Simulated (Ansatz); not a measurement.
BrGaH2S2, SMILES `[SH][Ga]([SH])[Br]`, relaxed with RKS PBE0-D4/def2-TZVP in Ansatz from a GFN2-xTB geometry. The force threshold is 0.005 eV/Å; the program also tests the step.

Charge 0, multiplicity 1.

Start:

```xyz
6

S     1.786   -1.346    0.576
Ga    0.116   -0.192   -0.358
S    -1.180    1.199    0.844
Br   -0.327   -0.396   -2.615
H     1.495   -0.831    1.770
H    -1.890    1.567   -0.217
```

Question: By how much does the energy fall, and how many steps does the optimiser take? (Estimate.)

Answer: The calculation gave: 0.06 eV, in 7 steps, 2 of them rejected.

Question: Which bonds change most? (An estimate is asked.)

Answer: The calculation gave: Ga2–S3 from 2.250 to 2.188 Å; S1–Ga2 from 2.235 to 2.185 Å; Ga2–Br4 from 2.309 to 2.280 Å; S3–H6 from 1.330 to 1.344 Å.

Question: Give the relaxed structure. (An estimate is asked.)

Answer: The calculation gave: 
```xyz
6

S     1.727   -1.328    0.534
Ga    0.095   -0.166   -0.338
S    -1.156    1.191    0.837
Br   -0.293   -0.403   -2.572
H     1.517   -0.838    1.769
H    -1.891    1.544   -0.231
```
